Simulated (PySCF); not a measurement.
**Dipole response of Sc+ (scandium, charge +1)**

[Ar] 3d1 4s1, high-spin 3D determinant. All numbers are calculated (PySCF 2.14, no relativity, point nucleus, in aug-cc-pVTZ with one added diffuse shell each of s, p, d, f, g type (9s8p6d4f3g, 118 functions)). Coupled (time-dependent) response in atomic units; α is the mean over directions.

```
method  mean α (bohr³)         α xx, yy, zz  C₆ (like pair)  S(−4)
   UHF           78.29  76.92, 76.92, 81.03           581.5   5693
   PBE           60.16  59.26, 59.26, 61.97           409.3   3185
```

S(−4) is the Cauchy moment in α(ω) = α(0) + S(−4) ω² + …

α(iu) at PBE:

```tsv
u (hartree)	α(iu) (bohr³)
0	60.16
0.0500	53.20
0.100	39.92
0.200	21.25
0.300	13.04
0.500	6.958
0.750	4.348
1.00	3.131
1.50	1.915
2.00	1.297
3.00	0.6992
5.00	0.2924
```

A single London oscillator, α(iu) = α/(1 + u²/ω²), gives C₆ = (3/4) ω α². Matching the computed C₆ needs ω = 4 × 409.3 / (3 × 60.16²) = 0.151 hartree.

For an ion, C₆ is the dispersion term alone; charge-induced terms of lower order in 1/R come first.

The components differ because the open shell of this determinant is not spherical; for a pure term their mean is the scalar polarisability.
